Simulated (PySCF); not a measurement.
formamidinium (CH₅N₂), SMILES C(=[NH2+])N, charge +1. Atoms are numbered in the order given.

```xyz
8

N      0.0000     1.1582    -0.1743
C      0.0000     0.0000     0.4243
N      0.0000    -1.1582    -0.1743
H      0.0000     1.2585    -1.1797
H      0.0000     2.0062     0.3717
H      0.0000     0.0000     1.5099
H      0.0000    -1.2585    -1.1797
H      0.0000    -2.0062     0.3717
```
Charge +1, spin multiplicity 1.

Geometry optimised at PBE0-D3(BJ)/def2-TZVP. Other conformers were not sampled.

Method: PBE/pcJ-1 (PySCF).

Isotropic couplings with Fermi-contact, spin-dipole and both spin-orbit terms, one fixed conformer, no vibrational averaging. Isotopes: 13C, 14N, 1H.

Computed spin–spin coupling constants:
```tsv
pair	bonds apart	J (Hz)
N1–C2	1	14.8
N1–H4	1	65.8
N1–H5	1	70.7
C2–N3	1	14.8
C2–H6	1	188.4
N3–H7	1	65.8
N3–H8	1	70.7
N1–H6	2	2.8
C2–H4	2	-1.2
C2–H5	2	4.3
C2–H7	2	-1.2
C2–H8	2	4.3
N3–H6	2	2.8
H4–H5	2	1.7
H7–H8	2	1.7
N1–H7	3	1.6
N1–H8	3	4.1
N3–H4	3	1.6
N3–H5	3	4.1
H4–H6	3	16.9
H5–H6	3	7.6
H6–H7	3	16.9
H6–H8	3	7.6
H4–H7	4	1.0
H4–H8	4	-0.5
H5–H7	4	-0.5
H5–H8	4	3.0
```
